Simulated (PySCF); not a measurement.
```xyz
20

C     -2.7433    -3.3615    -0.1542
C     -2.0065    -2.3825    -0.1140
C     -1.1415    -1.2451    -0.0667
C      0.2700    -1.4299     0.0449
C      1.1637    -0.3500     0.0954
Si     3.0236    -0.6392     0.2433
C      0.6018     0.9476     0.0303
S      1.4756     2.4665     0.0718
C     -0.0108     3.3739    -0.0578
C     -1.1250     2.5768    -0.1300
C     -0.8061     1.1719    -0.0818
C     -1.6701     0.0587    -0.1294
H     -3.3933    -4.2241    -0.1896
H      0.6525    -2.4605     0.0917
H      3.5572     0.0078     1.4932
H      3.2778    -2.1191     0.2878
H      3.7437    -0.0331    -0.9315
H      0.0350     4.4701    -0.0728
H     -2.1476     2.9689    -0.2152
H     -2.7568     0.2028    -0.2154
```

Charge 0, multiplicity 1.

**Question.** Give the Mulliken and meta-Löwdin atomic charges from PBE-D3(BJ)/def2-TZVP // PBE-D3(BJ)/def2-SVP in PySCF 2.14.0.

**Answer.** 
```
atom  Mulliken (e)  meta-Löwdin (e)
----  ------------  ---------------
C1           -0.14            -0.21
C2            0.04            -0.03
C3            0.06            -0.01
C4           -0.29            -0.10
C5            0.08            -0.22
Si6           0.11             0.41
C7            0.01            -0.09
S8            0.02             0.26
C9           -0.11            -0.24
C10          -0.25            -0.15
C11           0.15             0.00
C12          -0.28            -0.11
H13           0.16             0.18
H14           0.11             0.13
H15          -0.02            -0.07
H16          -0.02            -0.07
H17          -0.02            -0.07
H18           0.14             0.15
H19           0.12             0.13
H20           0.11             0.13
```
